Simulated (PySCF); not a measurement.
PySCF job for Ga(Me)2(SH) (C2H7GaS), SMILES [Ga]([CH3])([CH3])[SH], B3LYP/pcSseg-1. The structure is a stationary point at B3LYP-D3(BJ)/def2-SVP. The structure was generated by enumeration; whether it is a known compound was not checked. Other conformers were not sampled.

```python
import numpy as np
from pyscf import gto, scf, dft
from pyscf.prop.nmr import rks as nmr

mol = gto.M(
    atom='''
    Ga   -0.24156777    0.19508045   -0.06992513
    C    -2.03165508   -0.61643382   -0.27564277
    H    -2.02374856   -1.68808915   -0.02958568
    H    -2.37709737   -0.49871024   -1.31613164
    H    -2.76241809   -0.10764989    0.37371736
    C     0.20344814    2.11651786   -0.22742042
    H     1.28090162    2.27757385   -0.37920001
    H    -0.09433050    2.63565950    0.69919064
    H    -0.34872087    2.58021639   -1.06014783
    S     1.39985868   -1.24551592    0.40391638
    H     2.38551759   -0.31874424    0.43555330
    ''',
    basis='pcSseg-1',
    charge=0,
    spin=0,
    max_memory=1600,
    verbose=3,
)
mf = dft.RKS(mol, xc='b3lyp')
mf.grids.level = 3
mf.conv_tol = 1e-10
mf.max_cycle = 100
mf.kernel()
n = nmr.NMR(mf)
n.verbose = 2
n.max_cycle_cphf = 60
sigma = n.kernel()
print('atom   isotropic/ppm   span/ppm')
for i, s in enumerate(sigma):
    w = np.linalg.eigvalsh((s + s.T) / 2)
    print(f'{mol.atom_symbol(i):2s}{i + 1:3d} {w.mean():14.3f} {w[2] - w[0]:11.3f}')
```

Program output:

```
converged SCF energy = -2403.37355824523
atom   isotropic/ppm   span/ppm
Ga  1       1031.025     296.661
C   2        179.537      24.629
H   3         30.843      12.138
H   4         31.185      11.837
H   5         31.133      11.953
C   6        176.208      24.201
H   7         31.147      11.450
H   8         31.038      11.073
H   9         30.937      12.014
S  10        568.914     306.487
H  11         29.955      15.534
```

Self-consistency was reached.
